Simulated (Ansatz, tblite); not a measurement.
Isomers of Si7 (singlet), found by a short tight-binding search and relaxed with r2SCAN-D4/def2-SVP in Ansatz.

The xTB rows come from tblite. LC-ωPBE has ω = 0.4 bohr⁻¹. Correlated methods freeze 35 core orbitals.

Run but left out: HF/def2-TZVP (A: restricted singlet, unstable towards broken spin symmetry).

A: The restricted singlet is unstable towards broken spin symmetry in Hartree–Fock (as tested in another run); at PBE-D4/def2-TZVP, revPBE-D4/def2-TZVP, r2SCAN-D4/def2-TZVP, PBE0-D4/def2-TZVP and others this wasn't settled. At CCSD(T)/def2-TZVP T1 of the charge 0 singlet is large (up to 0.025), so the single-reference result is doubtful. At CCSD(T)/def2-TZVP the restricted singlet (for correlated methods, its reference) is unstable: a solution with broken spin symmetry lies lower. B: At CCSD(T)/def2-TZVP T1 of the charge 0 singlet is large (up to 0.021), so the single-reference result is doubtful. At CCSD(T)/def2-TZVP the restricted singlet (for correlated methods, its reference) is unstable: a solution with broken spin symmetry lies lower. C: The restricted singlet is unstable towards broken spin symmetry in Hartree–Fock (as tested in another run); at PBE-D4/def2-TZVP, revPBE-D4/def2-TZVP, r2SCAN-D4/def2-TZVP, PBE0-D4/def2-TZVP and others this wasn't settled. At CCSD(T)/def2-TZVP T1 of the charge 0 singlet is large (up to 0.030), so the single-reference result is doubtful. At CCSD(T)/def2-TZVP the restricted singlet (for correlated methods, its reference) is unstable: a solution with broken spin symmetry lies lower.

Other spin states were run for one of them alone.

A:

```xyz
7

Si    0.6292    1.3950   -1.6119
Si    1.3568    0.7928    0.4091
Si    1.9281    0.0757    2.4230
Si   -1.8811   -1.7935    0.6514
Si   -0.0152   -0.8780    1.5177
Si   -0.8246   -0.2509   -0.6532
Si   -1.1931    0.6588   -2.7362
```

B:

```xyz
7

Si    0.7948    0.4966    1.9076
Si    0.4866   -1.8109    1.0005
Si   -0.7920    0.8121   -1.7973
Si    1.1614    0.0394   -0.4941
Si    0.0043    2.1178    0.1786
Si   -1.1613   -0.0391    0.4940
Si   -0.4937   -1.6159   -1.2892
```

C:

Cartesian coordinates in Å:
```
Si -0.783 0.119 0.575
Si 1.476 -0.292 -0.722
Si 3.006 -0.226 0.918
Si 1.165 1.135 1.373
Si -2.005 -0.581 -1.290
Si -2.658 -1.154 0.841
Si -0.201 0.998 -1.693
```

Task: Estimate which lies lowest at each level, and how far above it the others are (kcal/mol).

Result: 
```csv
level,A,B,C
GFN1-xTB,0.0,3.3,16.4
GFN2-xTB,0.0,52.5,8.3
PBE-D4/def2-TZVP,52.3,0.0,59.7
revPBE-D4/def2-TZVP,52.5,0.0,57.8
r2SCAN-D4/def2-TZVP,50.9,0.0,62.7
PBE0-D4/def2-TZVP,57.4,0.0,66.0
LC-ωPBE/def2-TZVP,66.4,0.0,76.7
MP2/def2-TZVP,69.6,0.0,85.0
CCSD/def2-TZVP,55.3,0.0,63.7
CCSD(T)/def2-TZVP,55.6,0.0,64.9
```
Point groups (tolerance 0.1 Å): A Cs, B D5h, C not assigned. Lower isomers may exist.
